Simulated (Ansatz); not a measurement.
CH8O2Si2 can be A, `CO[SiH2]O[SiH3]`, or B, `O[SiH2]OC[SiH3]`.

Computed with Ansatz on PBE0-D4/def2-TZVP structures; ΔE is electronic, products minus reactants. CBS: MP2 limit from def2 TZ/QZ plus the TZ coupled-cluster correction, frozen cores. DFT in def2-TZVPP. B3LYP here is the variant with VWN-RPA as its local correlation; programs differ in this. Each species was taken in one conformer, which may not be the lowest.

A:

```xyz
13

C     0.934   -0.310    1.949
O     0.963    0.734    1.002
Si   -0.353    1.273    0.201
O    -0.951    0.154   -0.826
Si   -0.593   -0.808   -2.100
H     1.852   -0.266    2.538
H     0.080   -0.216    2.629
H     0.883   -1.287    1.457
H     0.103    2.463   -0.549
H    -1.445    1.576    1.159
H    -1.864   -1.239   -2.730
H     0.232   -0.071   -3.094
H     0.160   -2.003   -1.636
```

B:

```xyz
13

O    -1.603   -0.051   -2.727
Si   -1.369    0.099   -1.116
O     0.217   -0.135   -0.771
C     0.726   -0.691    0.431
Si    1.327    0.669    1.603
H    -1.319   -0.865   -3.146
H    -2.135   -0.910   -0.328
H    -1.815    1.473   -0.799
H    -0.027   -1.314    0.934
H     1.558   -1.355    0.174
H     1.869    0.050    2.843
H     2.387    1.476    0.947
H     0.185    1.555    1.954
```

**Question.** Which isomer does CCSD(T)/CBS put lower? Give the gap. (An estimate is asked.)

**Answer.** Computed: A, by 30.8 kcal/mol.

**Question.** Give E(B) − E(A) in kcal/mol with PBE0-D4, PBE-D4, B3LYP-D4, r2SCAN-D4, B3LYP, ωB97M-V, B2PLYP. (Best estimate.)

**Answer.** Ansatz gave: PBE0-D4 28.4, PBE-D4 26.6, B3LYP-D4 30.9, r2SCAN-D4 29.9, B3LYP 30.9, ωB97M-V 30.0, B2PLYP 31.5. None reverses the order clearly.

Largest T1 diagnostic: 0.012.

In def2-TZVPP, CCSD(T) changes the Hartree–Fock value by −5.6 kcal/mol (the triples alone add −0.8 kcal/mol) and MP2 by −4.9 kcal/mol. From PBE to PBE0 (25 % exact exchange), in def2-TZVPP and without D4, E(B) − E(A) moves by +1.8 kcal/mol.
